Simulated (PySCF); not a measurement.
**Br: electron affinity**

Br⁻ [Kr] (1S) → Br [Ar] 3d10 4s2 4p5 (2P), as a difference of total energies. Computed with PySCF 2.14 in aug-cc-pVTZ-PP with one added diffuse shell each of s, d, f type with ECP10MDF (7s5p5d3f, 68 functions), with scalar relativity through the core potential. Correlated levels: valence: 3s2 3p6 3d10 frozen. The calculations carry no spin-orbit coupling.

```csv
method,electron affinity (eV)
UHF,2.341
LDA,3.712
PBE,3.437
PBE0,3.395
r2SCAN,3.455
CAM-B3LYP,3.452
B2PLYP,3.396
r2SCANh,3.438
M06,3.147
MP2 (valence),3.406
SCS-MP2 (valence),3.325
```

Problem. How much does correlation contribute at MP2 (valence)?

Solution. 3.406 − (2.341) = 1.065 eV, measured against UHF.

The reference lies between the lowest fine-structure levels, while these numbers refer to the centres of the terms.

Errors of the correlated levels include the incompleteness of this basis and the frozen core.

In the anion the highest occupied orbital energy is positive at LDA, PBE, a self-interaction effect; the basis confines that electron, and the energy difference can still be sensible.

For comparison: 3.364 eV (measured; photodetachment measurements, as compiled on the Wikipedia data page of electron affinities).
